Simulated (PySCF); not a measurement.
# Energy of Lu²⁺ (lutetium, charge +2) between two integer charges

The 6s alpha orbital of [Xe] 4f14 6s1 is emptied in steps (occupation f), with all orbitals relaxed, ending at [Xe] 4f14. Calculation: PySCF 2.14, in def2-TZVP with the def2 core potential (28 electrons); scalar relativity through the core potential. The exact energy is a straight line in f; departures are measured from the line between the end points of the same method.

```tsv
f	BHandHLYP (eV)	B3LYP (eV)
1	0.000	0.000
0.9	-0.151	-0.234
0.7	-0.353	-0.545
0.5	-0.422	-0.648
0.3	-0.358	-0.544
0.1	-0.157	-0.233
0	0.000	0.000
```

| method | E(f=0) − E(f=1) (eV) | −ε at f=1 (eV) | −ε at f=0.5 (eV) |
| --- | --- | --- | --- |
| BHandHLYP | 20.901 | 19.229 | 20.885 |
| B3LYP | 21.246 | 18.643 | 21.251 |

Orbital energy along the path (eV):

```
  f  BHandHLYP    B3LYP
  1    -19.229  -18.643
0.9    -19.559  -19.166
0.7    -20.221  -20.212
0.5    -20.885  -21.251
0.3    -21.558  -22.285
0.1    -22.271  -23.317
  0    -22.672  -23.816
```

Reference removal energy between the ground levels: 20.959 eV (measured; NIST Atomic Spectra Database, ionization energies).
